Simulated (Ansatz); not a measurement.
The cluster Si6N8, relaxed as a singlet with RKS r2SCAN-D4/def2-SVP in Ansatz, starting from the GFN1-xTB geometry. Force threshold 0.03 eV/Å.

The restricted singlet is unstable towards broken spin symmetry at other levels; at r2SCAN-D4/def2-SVP this wasn't settled. The structure comes from a short search, and lower isomers may exist.

Start:

Cartesian coordinates in Å:
```
Si 3.6847 1.7109 -1.3723
Si -0.7754 -2.8820 3.0772
Si -4.2522 0.9154 0.7403
Si -1.3375 -0.5040 0.8726
Si 2.1194 1.4110 -3.6249
Si 1.0516 0.6641 -1.0868
N -0.4749 -3.9755 4.1575
N -1.1450 -1.7355 1.9586
N -0.1873 0.0866 -0.1683
N 3.6406 1.9204 -3.0585
N -3.0332 -0.2566 0.3022
N -2.6160 0.6997 1.3080
N 2.5261 1.1333 -0.3151
N 0.7991 0.8122 -2.7906
```

| step | energy (eV) | largest force component (eV/Å) | SCF passes |
| --- | --- | --- | --- |
| 1 | -59144.9427 | 2.864 | 101 |
| 2 | -59145.1438 | 1.450 | 39 |
| 3 | -59145.2291 | 0.424 | 39 |
| 4 | -59145.2568 | 0.349 | 46 |
| 5 | -59145.2685 | 0.198 | 42 |
| 6 | -59145.2807 | 0.085 | 37 |
| 7 | -59145.2907 | 0.136 | 41 |
| 8 | -59145.2954 | 0.294 | 37 |
| 9 | -59145.3007 | 0.100 | 39 |
| 10 | -59145.3045 | 0.080 | 37 |
| 11 | -59145.3070 | 0.290 | 38 |
| 12 | -59145.3093 | 0.169 | 34 |
| 13 | -59145.3115 | 0.046 | 39 |
| 14 | -59145.3131 | 0.089 | 37 |
| 15 | -59145.3138 | 0.071 | 33 |
| 16 | -59145.3142 | 0.025 | 33 |
| 17 | -59145.3144 | 0.023 | 34 |

Force components are those of the run's own axes.

End:

Cartesian coordinates in Å:
```
Si 3.316 1.924 -1.079
Si -0.442 -2.690 2.583
Si -4.359 1.130 1.215
Si -1.505 -0.380 0.803
Si 2.617 0.714 -3.402
Si 0.828 0.521 -1.149
N 0.400 -3.873 3.258
N -1.400 -1.512 1.998
N -0.556 0.005 -0.441
N 3.840 1.644 -2.669
N -3.273 -0.077 0.513
N -2.618 0.943 1.410
N 1.945 1.458 -0.291
N 1.206 0.193 -2.748
```

By distances, no bond broke or formed. The bond that changes most is N11–N12, from 1.45 to 1.51 Å (atoms count from 1).

The force fell under the threshold at step 16, but the optimiser went on. No frequencies were taken in this run, so the end may be a saddle point.

Run time 2.3 min (4 threads of Arm Neoverse V2 on a shared host).
